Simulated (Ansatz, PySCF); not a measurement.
The pair A = C2H6 (SMILES CC) (first 8 atoms), B = CH6Si (SMILES C[SiH3]); geometry from B3LYP-D3(BJ)/def2-TZVP.
(charge 0, multiplicity 1):
```xyz
16

C      0.87884     0.08671     0.45526
C     -0.51024     0.68180     0.24485
H      1.55682     0.36664    -0.35336
H      0.84172    -1.00329     0.49444
H      1.32617     0.43233     1.38938
H     -0.47748     1.77314     0.22720
H     -1.19534     0.38359     1.04034
H     -0.94295     0.35027    -0.70096
C     -0.48925     0.85909     4.15423
Si    -0.12539    -0.97718     4.02995
H      0.02635     1.29753     5.01060
H     -1.55937     1.03446     4.27894
H     -0.16382     1.38592     3.25640
H      1.32716    -1.21393     3.84927
H     -0.84298    -1.57974     2.88107
H     -0.56035    -1.67409     5.26549
```

Cores are frozen in the correlated methods.

Codes used: Ansatz (Gaussian basis) for Hartree–Fock, density functionals and correlated methods; PySCF for the dispersion terms. Each number belongs to the level named beside it.

The monomers are drawn apart, rigid, along the line of their centres of mass. Counterpoise-corrected interaction energies (kcal/mol):

```csv
level,R = 5.154 Å,R = 6.485 Å
PBE-D3(BJ)/def2-TZVPPD,-0.6110,-0.1279
wB97M-V/def2-TZVPPD,-0.4350,-0.1069
CCSD(T)/aug-cc-pV(D+d)Z,-0.4245,-0.1011
```

Question: R is the distance of the centres of mass. Find the local exponent m of E ∝ R⁻ᵐ between the two points.

Answer: 
m = ln(E₁/E₂)/ln(R₂/R₁): PBE-D3(BJ)/def2-TZVPPD 6.8; wB97M-V/def2-TZVPPD 6.1; CCSD(T)/aug-cc-pV(D+d)Z 6.2. For scale, two fixed dipoles give m = 3, dipole and quadrupole 4, quadrupoles 5, and dispersion or dipole-induced dipole 6 at long range; at these distances several terms mix, and what is left of overlap and damping shifts m, so it need not match one of them.

Ansatz is a program for electronic structure.
